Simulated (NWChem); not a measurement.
# Excited singlets of CH2I (+1) by symmetry

```xyz
4

C      0.0000     0.0000    -1.6843
I      0.0000     0.0000     0.2749
H      0.9526     0.0000    -2.2332
H     -0.9526     0.0000    -2.2332
```
Charge +1, spin multiplicity 1.

All runs are NWChem calculations. All single points use one geometry, from B3LYP/def2-SVP with def2 effective core potentials on I, a minimum by its harmonic frequencies.

Basis set: def2-SVPD. Symmetry labels belong to the abelian group C2v used in the runs, with the axes of the coordinates shown. Entries are the lowest vertical excitation energy of each symmetry in eV (for CIS and TDDFT among the lowest few roots); a state of one symmetry need not have the same character in every method. Symmetries that some method's roots don't reach, or where a double excitation leads the EOM-CCSD root, are left out.

Effective core potentials replace the inner electrons of I; spin-orbit coupling is left out. The correlated methods keep 5 core orbitals frozen. B3LYP has NWChem's definition, with VWN1-RPA local correlation. The spin multiplicity of the parent species was assumed, not shown to be that of its ground state. The structure started from a generated list of species. Coupled-cluster values serve here as a point of comparison, not as the truth.

| method | a2 | a1 | b2 | b1 |
|---|---|---|---|---|
| CIS | 3.16 | 5.32 | 5.91 | 6.36 |
| TD-PBE | 1.92 | 5.11 | 5.84 | 5.85 |
| TD-B3LYP | 2.10 | 5.00 | 5.79 | 5.91 |
| TD-PBE0 | [?] | [?] | [?] | [?] |
| EOM-CCSD | 2.11 | 4.90 | 6.07 | 6.17 |

### Question
Complete the blanks.

### Answer

- TD-PBE0, a2: 2.15
- TD-PBE0, a1: 5.04
- TD-PBE0, b2: 5.82
- TD-PBE0, b1: 6.04
